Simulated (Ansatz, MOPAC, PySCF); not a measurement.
CH4 (SMILES C) and GeH4 (SMILES [GeH4]) are pulled apart as rigid monomers along the line of their centres of mass, from the B3LYP-D3(BJ)/def2-TZVP minimum. Starting geometry (charge 0, multiplicity 1):
```
atom    x (Å)    y (Å)    z (Å)
----  -------  -------  -------
C     -0.0018   0.1534   0.2415
H     -0.9217  -0.3300   0.5678
H      0.8533  -0.4423   0.5580
H     -0.0023   0.2394  -0.8443
H      0.0636   1.1463   0.6843
Ge     0.0018  -0.1533   4.0574
H      0.9568  -1.1911   3.4508
H      0.4601   1.2581   3.6634
H      0.0108  -0.2842   5.5883
H     -1.4205  -0.3962   3.5328
```

Interaction energies with rigid monomers; basis-set methods are counterpoise corrected unless marked otherwise.

Cores are frozen in the correlated methods. Filled d and f shells under p-block atoms count as core. Rows in 6-31G* carry no dispersion term and start afresh at each structure (6-31G* with six Cartesian d functions); the Pople sets are all-electron and without relativity. The state that PM3 reach isn't checked.

Run with Ansatz (Gaussian orbitals); MOPAC for PM3 (differences of heats of formation); PySCF for 6-31G* rows, the dispersion terms. Each number belongs to the level named beside it.

```
C1···Ge6 (Å)  PM3 (meV)  BP86/6-31G* (no counterpoise) (meV)  B3LYP/6-31G* (meV)  B3LYP-D4/def2-TZVPPD (meV)  SCS-MP2/aug-cc-pVDZ (meV)
------------  ---------  -----------------------------------  ------------------  --------------------------  -------------------------
3.45               75.3                                 78.5                 [?]                        -1.3                       33.2
3.83               32.3                                 30.6                26.9                       -33.3                      -12.7
4.40               10.4                                 11.4                 8.2                       -22.5                      -15.0
5.36                1.8                                  0.7                 1.3                        -6.5                       -5.5
6.89                0.2                                  [?]                 0.0                        -1.3                       -1.1
```

Some entries are withheld; supply them.


- 3.45, B3LYP/6-31G* (meV): 82.0
- 6.89, BP86/6-31G* (no counterpoise) (meV): 0.0

Ansatz is an electronic-structure program.
